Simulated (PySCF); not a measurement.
F2H2NNbO, SMILES [OH][Nb]([F])([F])=[NH], multiplicity 1. Atoms are numbered in the order given.

```xyz
7

Nb     0.0177    -0.0033     0.0000
N     -0.0962    -1.7562     0.0000
H     -0.1068    -2.7794     0.0000
F      0.9256     0.5259     1.5688
F      0.9256     0.5259    -1.5688
O     -1.7506     0.6903     0.0000
H     -2.6024     0.2194     0.0000
```
Charge 0, spin multiplicity 1.

Coordinates come from a PBE-D3(BJ)/def2-SVP optimisation. The multiplicity is an assumed one; no other spin state was optimised. The structure was generated by enumeration; whether it is a known compound was not checked. The def2 effective core potentials stand for the cores of Nb; spin–orbit coupling is left out. Other conformers were not sampled.

Computed with PBE-D3(BJ)/def2-SVP (PySCF).

Frequencies are harmonic and unscaled.

```json
[
 {"mode": "1", "ν (cm⁻¹)": "162", "IR (km/mol)": "6.2", "moving atoms (share of kinetic energy)": "F 83 %, Nb 11 %"},
 {"mode": "2", "ν (cm⁻¹)": "174", "IR (km/mol)": "0.0", "moving atoms (share of kinetic energy)": "O 43 %, F 36 %, H 11 %, Nb 10 %"},
 {"mode": "3", "ν (cm⁻¹)": "203", "IR (km/mol)": "2.9", "moving atoms (share of kinetic energy)": "F 48 %, Nb 23 %, O 19 %"},
 {"mode": "4", "ν (cm⁻¹)": "233", "IR (km/mol)": "4.7", "moving atoms (share of kinetic energy)": "N 43 %, F 34 %, H 16 %"},
 {"mode": "5", "ν (cm⁻¹)": "240", "IR (km/mol)": "8.9", "moving atoms (share of kinetic energy)": "N 44 %, H 23 %, O 17 %, Nb 8 %"},
 {"mode": "6", "ν (cm⁻¹)": "414", "IR (km/mol)": "77.9", "moving atoms (share of kinetic energy)": "H 84 %, O 13 %"},
 {"mode": "7", "ν (cm⁻¹)": "497", "IR (km/mol)": "266.3", "moving atoms (share of kinetic energy)": "H 84 %, O 11 %"},
 {"mode": "8", "ν (cm⁻¹)": "515", "IR (km/mol)": "171.1", "moving atoms (share of kinetic energy)": "H 79 %, N 19 %"},
 {"mode": "9", "ν (cm⁻¹)": "623", "IR (km/mol)": "19.7", "moving atoms (share of kinetic energy)": "H 62 %, O 16 %, N 13 %"},
 {"mode": "10", "ν (cm⁻¹)": "667", "IR (km/mol)": "83.1", "moving atoms (share of kinetic energy)": "F 78 %, O 13 %"},
 {"mode": "11", "ν (cm⁻¹)": "693", "IR (km/mol)": "161.3", "moving atoms (share of kinetic energy)": "F 74 %, Nb 26 %"},
 {"mode": "12", "ν (cm⁻¹)": "738", "IR (km/mol)": "120.1", "moving atoms (share of kinetic energy)": "O 56 %, Nb 21 %, H 18 %"},
 {"mode": "13", "ν (cm⁻¹)": "996", "IR (km/mol)": "111.4", "moving atoms (share of kinetic energy)": "N 78 %, Nb 15 %"},
 {"mode": "14", "ν (cm⁻¹)": "3556", "IR (km/mol)": "140.8", "moving atoms (share of kinetic energy)": "H 92 %"},
 {"mode": "15", "ν (cm⁻¹)": "3769", "IR (km/mol)": "190.6", "moving atoms (share of kinetic energy)": "H 94 %"}
]
```
